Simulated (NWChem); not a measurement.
Species: SiH₂OBr₂; SMILES [SiH](Br)(O)Br

```xyz
6

Si    -0.7785     0.4400     0.0000
O     -2.2024    -0.3792     0.0000
Br     0.4281    -0.0552     1.7949
Br     0.4281    -0.0552    -1.7949
H     -1.1022     1.8788     0.0000
H     -2.1819    -1.3421     0.0000
```
Atoms are numbered in this order, from 1.

Level: PBE0/def2-SVP (NWChem), optimised geometry, unscaled harmonic frequencies. This build's default masses of Se (78.918 u) and Br (79.917 u) are each other's, which moves their modes by up to 0.6 %.

Q: List the harmonic frequencies with IR intensities, and the thermochemistry.

A: 
```json
[
 {"frequency (cm⁻¹)": "119", "IR intensity (km/mol)": "0.8"},
 {"frequency (cm⁻¹)": "167", "IR intensity (km/mol)": "23.5"},
 {"frequency (cm⁻¹)": "250", "IR intensity (km/mol)": "16.8"},
 {"frequency (cm⁻¹)": "288", "IR intensity (km/mol)": "92.4"},
 {"frequency (cm⁻¹)": "401", "IR intensity (km/mol)": "25.5"},
 {"frequency (cm⁻¹)": "483", "IR intensity (km/mol)": "192.4"},
 {"frequency (cm⁻¹)": "765", "IR intensity (km/mol)": "78.8"},
 {"frequency (cm⁻¹)": "778", "IR intensity (km/mol)": "175.5"},
 {"frequency (cm⁻¹)": "856", "IR intensity (km/mol)": "270.5"},
 {"frequency (cm⁻¹)": "943", "IR intensity (km/mol)": "67.1"},
 {"frequency (cm⁻¹)": "2332", "IR intensity (km/mol)": "64.8"},
 {"frequency (cm⁻¹)": "3920", "IR intensity (km/mol)": "143.6"}
]
```

The zero-point energy is 16.2 kcal/mol and the thermal correction to the enthalpy at 298.15 K (with zero-point energy) is 20.4 kcal/mol. The heat capacity Cv is 18.4 cal/(mol K) and the entropy at 298.15 K and 1 atm (symmetry number 1) is 82.2 cal/(mol K). The dipole moment is 1.08 D.

Rigid rotor and harmonic oscillator.
